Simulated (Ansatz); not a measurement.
`[CH3][Sb]1[NH]C[O]1`, relaxed with RKS PBE0-D4/def2-TZVP in Ansatz from a PBE-D4/def2-SVP geometry. The force threshold is 0.005 eV/Å; the program also tests the step.

The species carries charge 0 and has multiplicity 1. Sb: def2 effective core potential.

Start:

```xyz
11

C     0.917    1.449    0.956
Sb    0.758   -0.733    1.045
N     0.363   -0.936   -1.031
C    -1.088   -0.858   -0.746
O    -1.264   -0.866    0.678
H     1.961    1.717    0.695
H     0.231    1.828    0.176
H     0.665    1.892    1.940
H     0.614   -1.891   -1.329
H    -1.658   -1.696   -1.217
H    -1.499    0.095   -1.166
```

Question: By how much does the energy fall, and how many steps does the optimiser take? (An estimate is asked.)

Answer: The calculation gave: 12.04 kJ/mol, in 10 steps.

Question: Which bonds change most? (Best estimate.)

Answer: The calculation gave: Sb2–N3 from 2.124 to 2.055 Å; Sb2–O5 from 2.059 to 1.992 Å; C1–Sb2 from 2.189 to 2.144 Å.

Question: Give the relaxed structure. (Estimate.)

Answer: Ansatz gave: 
```xyz
11

C     0.908    1.420    0.938
Sb    0.745   -0.718    0.998
N     0.358   -0.930   -1.009
C    -1.085   -0.845   -0.731
O    -1.221   -0.803    0.687
H     1.948    1.698    0.753
H     0.277    1.801    0.136
H     0.596    1.841    1.895
H     0.611   -1.846   -1.362
H    -1.640   -1.696   -1.146
H    -1.498    0.078   -1.159
```
